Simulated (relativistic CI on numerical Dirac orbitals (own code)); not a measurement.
**What each ingredient does to the levels of Rh XVIII**

Base calculation: Dirac-Coulomb-Breit CI, separate exchange-only KLI orbitals for each configuration, QED by a radiative potential, unscaled Slater integrals.

Configurations in the expansion (outside the closed core [Ne]): 3s2 3p6 3d10, 3s2 3p6 3d9 4s, 3s2 3p6 3d9 4p, 3s2 3p6 3d9 4d, 3s2 3p6 3d8 4s2, 3s2 3p6 3d9 4f, 3s2 3p6 3d8 4s 4p, 3s2 3p5 3d10 4s, 3s2 3p6 3d9 5s, 3s2 3p6 3d8 4p2, 3s2 3p6 3d9 5p, 3s2 3p6 3d8 4s 4d, 3s2 3p5 3d10 4p, 3s2 3p6 3d9 5d, 3s2 3p6 3d8 4p 4d, 3s2 3p6 3d9 5f, 3s2 3p6 3d9 5g, 3s2 3p5 3d9 4s2, 3s2 3p5 3d10 4d, 3s2 3p6 3d9 6s, 3s 3p6 3d10 4s, 3s2 3p6 3d8 4d2, 3s2 3p6 3d9 6p, 3s2 3p5 3d9 4s 4p, 3s2 3p6 3d9 6d, 3s 3p6 3d10 4p, 3s2 3p5 3d9 4p2, 3s2 3p5 3d10 4f, 3s2 3p5 3d9 4s 4d, 3s 3p6 3d9 4s2, 3s2 3p5 3d10 5s, 3s2 3p5 3d9 4p 4d, 3s 3p6 3d9 4s 4p, 3s2 3p5 3d10 5p, 3s 3p6 3d10 4d, 3s2 3p4 3d10 4s2. Levels of other configurations are missing.

The lowest level and the first level of each name with at least 55 % of one term (blank where a level has no safe partner in the second run):

```
               Level  Base (eV)  Shift (eV)
   3s2 3p6 3d10 1S_0      0.000       0.000
 3s2 3p6 3d9 4s 3D_3    289.511      -0.652
 3s2 3p6 3d9 4s 3D_1    294.466      -0.651
3s2 3p6 3d9 4p 3P°_2    324.563      -0.544
3s2 3p6 3d9 4p 3F°_2    329.886      -0.731
3s2 3p6 3d9 4p 3P°_1    330.314      -0.571
3s2 3p6 3d9 4p 3F°_4    331.214      -0.741
3s2 3p6 3d9 4p 1D°_2    332.639      -0.756
3s2 3p6 3d9 4p 1P°_1    333.188      -0.593
3s2 3p6 3d9 4p 3D°_3    333.466      -0.805
3s2 3p6 3d9 4p 3P°_0    334.531      -0.483
3s2 3p6 3d9 4p 3D°_1    337.328      -0.717
3s2 3p6 3d9 4p 3D°_2    338.180      -0.804
 3s2 3p6 3d9 4d 3S_1    386.352            
 3s2 3p6 3d9 4d 3G_4    389.419            
 3s2 3p6 3d9 4d 3P_2    389.686            
 3s2 3p6 3d9 4d 3G_5    390.096            
 3s2 3p6 3d9 4d 3D_3    390.643            
 3s2 3p6 3d9 4d 3F_4    392.278            
 3s2 3p6 3d9 4d 3P_0    392.406            
 3s2 3p6 3d9 4d 3G_3    394.380            
 3s2 3p6 3d9 4d 3D_1    395.040
```

At this charge energies of transitions that change n are usually good to better than 1 %, and those within a shell (Δn = 0) to a few per cent.

**Question.** One thing was changed in a second run, which moved the levels as shown. Which?
A. only the first 3 configurations
B. Breit term removed
C. QED terms removed

**Answer.** A. Only the first 3 configurations. With fewer configurations the levels that remain lose their mixing partners.

LS names give the leading component of a level, which can be under half, so a name can repeat, a term be missing and a line seem to break the LS rules.
